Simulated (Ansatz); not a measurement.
System: GeH$_{2}$Cl, charge 0, doublet. GeH2Cl (SMILES [GeH2][Cl], doublet).
B3LYP-D3(BJ)/def2-TZVP minimum from Ansatz (an electronic-structure program):
```
Ge
H 1 1.5514
H 1 1.5514 2 111.76
Cl 1 2.1788 2 106.41 3 -115.75
```
Charge 0, spin multiplicity 2.

Atomisation energy term by term, kcal/mol (programs: Ansatz). Open shells are spin-unrestricted; no spin-orbit coupling. Correlated methods leave the cores frozen (noble-gas shells, and filled d and f shells in the p block). No relativity. CBS(X,Y): correlation extrapolated as X^-3, Hartree-Fock from the larger set. A bracket is a step between two methods taken in the basis named. Where a partner has so few electrons that a lower coupled-cluster level is exact, that level stands in.

```csv
term,basis,kcal/mol
Hartree-Fock,def2-QZVPP,160.31
CCSD correlation,"CBS(def2-TZVPP,def2-QZVPP)",54.22
(T),"CBS(def2-TZVPP,def2-QZVPP)",3.59
CCSDT(Q) - CCSD(T),def2-TZVPP,0.16
CCSDTQ - CCSDT(Q),def2-SVP,-0.02
sum: De,,218.3
```

The step beyond CCSD(T) by other levels: CCSDTQ in def2-SVP 0.35; CCSDT(Q) in def2-SVP 0.37 kcal/mol.
